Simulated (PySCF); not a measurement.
Level of theory: PBE0-D4/def2-TZVP (PySCF 2.14.0). Gas-phase values, no solvent. 

Reference species (SMILES): `[CH3][AlH][CH3]` (neutral, multiplicity 1).

dipole moment: 0.68 D

Changed species: `[CH3][AlH2]` (whole molecule; the reference has whole molecule).

Problem. Predict the effect on the dipole moment.

Solution. the dipole moment rises by 0.08 D, to 0.76 D.
